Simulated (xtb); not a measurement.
C3H3N2 (SMILES [c]1cnc[nH]1), doublet, geometry from GFN2-xTB; GFN2-xTB in xtb.

The xtb input:
```
$ xtb mol.xyz --gfn 2 --uhf 1 --etemp 3000 --json

# file mol.xyz
8

C      0.27236014    -1.00195734     0.56516932
C      1.19099687    -0.19044326    -0.01759859
N      0.51940717     0.85249222    -0.56329251
C     -0.75970702     0.68408123    -0.32290162
N     -0.96357796    -0.45087572     0.37351811
H      2.25307636    -0.28200407    -0.07977545
H     -1.53106846     1.35703366    -0.63791490
H     -1.83471236    -0.83642890     0.69809648
```

Output, abridged:

```
   ID    Z sym.   atoms
    1    6 C      1, 2, 4
    2    7 N      3, 5
    3    1 H      6-8

           -------------------------------------------------
          |                Calculation Setup                |
           -------------------------------------------------

           -------------------------------------------------
          |                 G F N 2 - x T B                 |
           -------------------------------------------------

          ...................................................
          :                      SETUP                      :
          :.................................................:
          :  # basis functions                  23          :
          :  # atomic orbitals                  23          :
          :  # shells                           13          :
          :  # electrons                        25          :
          :  max. iterations                   250          :
          :  Hamiltonian                  GFN2-xTB          :
          :  restarted?                      false          :
          :  GBSA solvation                  false          :
          :  PC potential                    false          :
          :  electronic temp.         3000.0000000     K    :
          :  accuracy                    1.0000000          :
          :  -> integral cutoff          0.2500000E+02      :
          :  -> integral neglect         0.1000000E-07      :
          :  -> SCF convergence          0.1000000E-05 Eh   :
          :  -> wf. convergence          0.1000000E-03 e    :
          :  Broyden damping             0.4000000          :
          :  net charge                          0          :
          :  unpaired electrons                  1          :
          ...................................................

 iter      E             dE          RMSdq      gap      omega  full diag
   1    -13.8063775 -0.138064E+02  0.435E+00    4.68       0.0  T
   2    -13.8675552 -0.611777E-01  0.317E+00    3.43       1.0  T
   3    -13.8807735 -0.132182E-01  0.189E+00    4.04       1.0  T
   4    -13.8640028  0.167707E-01  0.155E+00    3.46       1.0  T
   5    -13.8851619 -0.211591E-01  0.236E-01    3.90       1.0  T
   6    -13.8854072 -0.245328E-03  0.941E-02    3.89       1.0  T
   7    -13.8854072  0.653578E-07  0.465E-02    3.87       1.0  T
   8    -13.8854186 -0.114364E-04  0.155E-02    3.88       2.3  T
   9    -13.8854190 -0.413797E-06  0.930E-03    3.88       3.8  T
  10    -13.8854196 -0.539934E-06  0.311E-03    3.88      11.4  T
  11    -13.8854196 -0.749571E-07  0.782E-04    3.88      45.2  T
  12    -13.8854196 -0.177799E-08  0.116E-04    3.88     305.8  T

   *** convergence criteria satisfied after 12 iterations ***

         :::::::::::::::::::::::::::::::::::::::::::::::::::::
         ::                     SUMMARY                     ::
         :::::::::::::::::::::::::::::::::::::::::::::::::::::
         :: total energy             -13.685928433075 Eh    ::
         :: gradient norm              0.017459087073 Eh/a0 ::
         :: HOMO-LUMO gap              3.881034251650 eV    ::
         ::.................................................::
         :: SCC energy               -13.885419144839 Eh    ::
         :: -> isotropic ES            0.009613070562 Eh    ::
         :: -> anisotropic ES          0.002353975959 Eh    ::
         :: -> anisotropic XC          0.009418475648 Eh    ::
         :: -> dispersion             -0.004338274691 Eh    ::
         :: repulsion energy           0.199490711764 Eh    ::
         :: add. restraining           0.000000000000 Eh    ::
         :: total charge               0.000000000058 e     ::
         :::::::::::::::::::::::::::::::::::::::::::::::::::::

           -------------------------------------------------
          |                Property Printout                |
           -------------------------------------------------

    * Orbital Energies and Occupations

[...]
         8        2.0000           -0.4956316             -13.4868
         9        2.0000           -0.4759021             -12.9500
        10        1.9994           -0.4398505             -11.9689
        11        1.9772           -0.4049762             -11.0200
        12        1.8915           -0.3892822             -10.5929
        13        1.1314           -0.3513735              -9.5614 (HOMO)
        14        0.0006           -0.2087481              -5.6803 (LUMO)
        15        0.0000           -0.1660710              -4.5190
        16                          0.0273431               0.7440
        17                          0.1277107               3.4752
        18                          0.1795646               4.8862
        19                          0.2149662               5.8495
        20                          0.2747151               7.4754
        21                          0.4221225              11.4865
        22                          0.5102599              13.8849
        23                          0.5810389              15.8109
      -------------------------------------------------------------
                  HL-Gap            0.1426254 Eh            3.8810 eV
             Fermi-level           -0.3246416 Eh           -8.8339 eV

     #   Z          covCN         q      C6AA      α(0)
     1   6 C        2.163    -0.080    32.828     9.265
     2   6 C        3.085     0.033    27.174     8.545
     3   7 N        1.959    -0.221    26.636     7.653
     4   6 C        3.126     0.091    25.805     8.318
     5   7 N        2.802    -0.074    22.682     7.073
     6   1 H        0.927     0.047     2.359     2.402
     7   1 H        0.926     0.040     2.448     2.447
     8   1 H        0.860     0.165     1.302     1.787

 Mol. C6AA /au·bohr⁶  :        909.195512
 Mol. C8AA /au·bohr⁸  :      21716.219361
 Mol. α(0) /au        :         47.490703

Wiberg/Mayer (AO) data.
largest (>0.10) Wiberg bond orders for each atom

 ---------------------------------------------------------------------------
     #   Z sym  total        # sym  WBO       # sym  WBO       # sym  WBO
 ---------------------------------------------------------------------------
     1   6 C    3.059 --     2 C    1.530     5 N    1.226     3 N    0.173
                             4 C    0.114
     2   6 C    3.886 --     1 C    1.530     3 N    1.280     6 H    0.970
     3   7 N    3.087 --     4 C    1.500     2 C    1.280     1 C    0.173
                             5 N    0.111
     4   6 C    3.896 --     3 N    1.500     5 N    1.263     7 H    0.964
                             1 C    0.114
     5   7 N    3.595 --     4 C    1.263     1 C    1.226     8 H    0.944
                             3 N    0.111
     6   1 H    0.997 --     2 C    0.970
     7   1 H    0.998 --     4 C    0.964
     8   1 H    0.972 --     5 N    0.944
 ---------------------------------------------------------------------------

Topologies differ in total number of bonds
Writing topology from bond orders to xtbtopo.mol

molecular dipole:
                 x           y           z       tot (Debye)
 q only:       -0.668      -0.218       0.203
   full:       -1.092      -0.267       0.278       2.943
molecular quadrupole (traceless):
                xx          xy          yy          xz          yz          zz
 q only:        3.078      -0.118      -1.593      -0.431       0.075      -1.485
  q+dip:        5.793       0.100      -3.237      -0.954       0.512      -2.556
   full:        4.908      -0.096      -3.111      -0.611       1.161      -1.796

           -------------------------------------------------
          | TOTAL ENERGY              -13.685928433075 Eh   |
          | GRADIENT NORM               0.017459087073 Eh/α |
          | HOMO-LUMO GAP               3.881034251650 eV   |
           -------------------------------------------------

normal termination of xtb
```
